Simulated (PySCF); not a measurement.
**Stationary points of WNCl₃**

Computed with PBE/[W def2-SVP with ECP60, N def2-SVP, Cl def2-SVP], scalar-relativistic core potentials, density fitting, no spin–orbit coupling, PySCF.

Relaxations began from a few typed shapes. The search is not exhaustive: other isomers or separated fragments can lie lower, and high-lying points may rest on an excited occupation.

Task: Order these stationary points by electronic energy, lowest first, in kJ/mol from the lowest minimum.
A. singlet C2v: W–Cl 2.314 Å (×2), W–Cl 2.498 Å, W–N 1.671 Å; Cl–W–Cl 84.2° (×2), Cl–W–Cl 168.4°, Cl–W–N 95.8° (×2), Cl–W–N 180.0°
B. singlet C3v: W–Cl 2.279 Å (×3), W–N 1.677 Å; Cl–W–Cl 114.1° (×3), Cl–W–N 104.4° (×3)

Result: B (0.0), A (334.5).

Task: Which of them are minima?

Result: By energy in kJ/mol, 0.0: minimum; 334.5: saddle point, 2 imaginary modes.

Formally W is in oxidation state +6, d0. The polar-tensor charge on W, 1.53, is far below the formal one.

For the lowest minimum: spin–orbit coupling, left out here, can matter for elements this heavy.
